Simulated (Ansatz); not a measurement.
Cartesian coordinates in Å:
```
C -0.309 -0.169 -0.886
C -0.242 0.599 0.422
Si 0.855 0.114 1.886
Br 1.868 -1.756 1.114
H -0.630 -1.200 -0.722
H -1.009 0.293 -1.587
H 0.669 -0.215 -1.368
H 0.037 1.653 0.252
H -1.239 0.682 0.888
```

Charge 0, multiplicity 1.

Question: List the PBE0/def2-TZVPP orbital energies in eV (Ansatz). (Best estimate.)

Answer: Ansatz gave: Occupied: -13149.94, -1803.79, -1704.84, -1535.37, -1535.35, -1535.32, -278.27, -278.09, -238.67, -178.98, -178.90, -178.82, -145.91, -100.66, -100.56, -100.41, -72.50, -72.48, -72.41, -72.35, -72.34, -21.79, -21.20, -17.79, -13.35, -12.71, -11.70, -11.02, -10.07, -9.10, -8.82, -8.57, -6.56. Lowest empty: -2.48, -0.03, 0.95, 1.85, 2.37, 2.64, 3.26, 3.28.
